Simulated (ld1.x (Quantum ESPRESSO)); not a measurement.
## Building the ultrasoft potential for manganese (LDA (PZ), scalar-relativistic).

ld1.x (Quantum ESPRESSO) 7.5 was run on this input:

```
&input
   title='Mn', zed=25., rel=1, dft='PZ', iswitch=3,
   config='[Ar] 3d5.5 4s1.5 4p0',
   nld=3, rlderiv=2.15, eminld=-8.0, emaxld=5.0, deld=0.04
 /
 &inputp
   pseudotype=3, tm=.true., lloc=-1, rcloc=1.65,
   nlcc=.true., new_core_ps=.true., rcore=0.80,
   which_augfun='PSQ', rmatch_augfun_nc=.true.,
   file_pseudopw='Mn.UPF', file_wfcaegen='ae.wfc', file_wfcncgen='nc.wfc', file_beta='beta', file_chi='chi', file_wfcusgen='us.wfc'
 /
6
3S  1  0   2.00   0.00  1.15  1.50  0.0
4S  2  0   1.50   0.00  1.15  1.50  0.0
3P  2  1   6.00   0.00  1.25  1.45  0.0
4P  3  1   0.00   0.00  1.25  1.45  0.0
3D  3  2   5.50   0.00  1.60  1.95  0.0
3D  3  2   0.00   1.20  1.60  1.95  0.0
 &test
   configts(1)='3s2 3p6 3d5.5 4s1.5 4p0'
 /
```

Command:

```bash
ld1.x < Mn.in > Mn.out
```

Resulting log (shortened: banner, matrices, multipoles, cross overlaps and the repeated all-electron block are left out):

```
Program LD1 v.7.5
     --------------------------- All-electron run ----------------------------

     Mn
     scalar relativistic calculation

     atomic number is 25.00
     dft =PZ   lsd =0 sic =0 latt =0  beta=0.20 tr2=1.0E-14
     Exchange-correlation= PZ
                           (   1   1   0   0   0   0   0)
     mesh =1187 r(mesh) = 100.09544 a.u. xmin = -7.00 dx = 0.01250
     1 Ry =  13.60569312 eV, c = 137.03599908

     n l     nl                  e(Ry)          e(Ha)          e(eV)
     1 0     1S 1( 2.00)      -471.2958      -235.6479     -6412.3054
     2 0     2S 1( 2.00)       -54.3572       -27.1786      -739.5670
     2 1     2P 1( 6.00)       -46.0956       -23.0478      -627.1632
     3 0     3S 1( 2.00)        -6.1063        -3.0531       -83.0798
     3 1     3P 1( 6.00)        -3.8394        -1.9197       -52.2371
     3 2     3D 1( 5.50)        -0.3769        -0.1885        -5.1283
     4 0     4S 1( 1.50)        -0.3513        -0.1757        -4.7798
     4 1     4P 1( 0.00)        -0.0904        -0.0452        -1.2302

     final scf error:  5.7E-15 reached in  26 iterations

     Etot =   -2312.313063 Ry,   -1156.156531 Ha,  -31460.621934 eV

     Ekin =    2336.680214 Ry,    1168.340107 Ha,   31792.153922 eV
     Encl =   -5528.182976 Ry,   -2764.091488 Ha,  -75214.761103 eV
     Eh   =     978.831340 Ry,     489.415670 Ha,   13317.678830 eV
     Exc  =     -99.641641 Ry,     -49.820820 Ha,   -1355.693583 eV

     normalization and overlap integrals

     s(1S/1S) =  1.000000  <r> =   0.0610  <r2> =    0.0050  r(max) =   0.0400
     s(2S/2S) =  1.000000  <r> =   0.2801  <r2> =    0.0927  r(max) =   0.2331
     s(2P/2P) =  1.000000  <r> =   0.2474  <r2> =    0.0753  r(max) =   0.1885
     s(3S/3S) =  1.000000  <r> =   0.8555  <r2> =    0.8464  r(max) =   0.7361
     s(3P/3P) =  1.000000  <r> =   0.9098  <r2> =    0.9793  r(max) =   0.7547
     s(3D/3D) =  1.000000  <r> =   1.2941  <r2> =    2.3288  r(max) =   0.7642
     s(4S/4S) =  1.000000  <r> =   3.1725  <r2> =   11.7284  r(max) =   2.5693
     s(4P/4P) =  1.000000  <r> =   4.6768  <r2> =   26.2578  r(max) =   3.5560

     ------------------------ End of All-electron run ------------------------

     --------------------- Generating US pseudopotential ---------------------

      Generating local potential from pseudized AE potential:
      Matching radius rcloc =   1.6500

      Local pseudo, rcloc= 1.659 Estimated cut-off energy=     8.99 Ry

      Computing core charge for nlcc:

       r > 0.80 : true rho core
      Core charge pseudized with two Bessel functions
      Integrated core pseudo-charge :   0.63
      Wfc-us  3S rcutus= 1.501  Estimated cut-off energy=    24.32 Ry
      Wfc-us  4S rcutus= 1.501  Estimated cut-off energy=    50.04 Ry
      Wfc-us  3P rcutus= 1.464  Estimated cut-off energy=    39.11 Ry
      Wfc-us  4P rcutus= 1.464  Estimated cut-off energy=    72.57 Ry
      Wfc-us  3D rcutus= 1.927  Estimated cut-off energy=    31.33 Ry
      Wfc-us  3D rcutus= 1.927  Estimated cut-off energy=    57.37 Ry

     Q pseudized with Bessel functions
     Expected ecutrho=     267.5915 due to l1=  1   l2=  2

     ------------------- End of pseudopotential generation -------------------

     Computing logarithmic derivative in   2.14340
     Computing logarithmic derivative in   2.14340
     Computing the partial wave expansion
     R is outside the sphere for l=    0 j= 0.00
     R is outside the sphere for l=    0 j= 0.00
     R is outside the sphere for l=    1 j= 0.00
     R is outside the sphere for l=    1 j= 0.00
     R is outside the sphere for l=    2 j= 0.00
     R is outside the sphere for l=    2 j= 0.00

     ---------------------- Testing the pseudopotential ----------------------

     Mn
     scalar relativistic calculation

     atomic number is 25.00   valence charge is 15.00
     dft =PZ   lsd =0 sic =0 latt =0  beta=0.20 tr2=1.0E-14
     mesh =1187 r(mesh) = 100.09544 xmin = -7.00 dx = 0.01250

     n l     nl             e AE (Ry)        e PS (Ry)    De AE-PS (Ry)
     1 0     3S   1( 2.00)       -6.10625       -6.10623       -0.00003
     2 1     3P   1( 6.00)       -3.83936       -3.83934       -0.00002
     3 2     3D   1( 5.50)       -0.37692       -0.37691       -0.00002
     2 0     4S   1( 1.50)       -0.35131       -0.35130       -0.00001
     3 1     4P   1( 0.00)       -0.09042       -0.09041       -0.00000

     eps = 1.6E-15  iter =  6

     Etot =   -2312.313063 Ry,   -1156.156531 Ha,  -31460.621934 eV
     Etotps =  -208.560874 Ry,    -104.280437 Ha,   -2837.615251 eV

     Ekin =      48.167820 Ry,      24.083910 Ha,     655.356575 eV
     Encl =    -410.088683 Ry,    -205.044342 Ha,   -5579.540780 eV
     Ehrt =     176.258766 Ry,      88.129383 Ha,    2398.122679 eV
     Ecxc =     -23.864926 Ry,     -11.932463 Ha,    -324.698862 eV
     (Ecc =      -0.889853 Ry,      -0.444926 Ha,     -12.107066 eV)
     Epseu=       0.966150 Ry,       0.483075 Ha,      13.145136 eV

     ---------------------- End of pseudopotential test ----------------------
```

Generation and configuration tests took about 3.4 s on one core of a shared server CPU.
